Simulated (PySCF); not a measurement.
Si(CCH)(F)2(Me) (C3H4F2Si), SMILES C#C[Si](C)(F)F. Heavy atoms are numbered as in [CH:1]#[C:2][Si:3]([CH3:4])([F:5])[F:6]. Hydrogens are named by the atom that carries them.

Coordinates come from a PBE0-D3(BJ)/def2-SVP optimisation.

The numbers are results of PySCF with PBE/pcSseg-1, not measurements.

GIAO shieldings, no solvent; atoms alike by connectivity are averaged. δ = σ(ref) − σ: ¹³C against TMS (σ = 182.0 ppm); ²⁹Si against TMS (σ = 335.4 ppm); ¹⁹F against CFCl3 (σ = 133.6 ppm); ¹H against TMS (σ = 31.49 ppm), references at their B3LYP-D3(BJ)/def2-TZVP geometries, non-relativistic.

| nucleus | atoms | count | δ (ppm) |
|---|---|---|---|
| ¹³C | C1 (CH) | 1 | 98.7 |
| ¹³C | C2 | 1 | 83.9 |
| ¹³C | C4 (CH3) | 1 | 0.4 |
| ²⁹Si | Si3 | 1 | -23.2 |
| ¹⁹F | F5 | 2 | -163.3 |
| ¹H | H on C1 | 1 | 2.41 |
| ¹H | H on C4 | 3 | 0.63 |
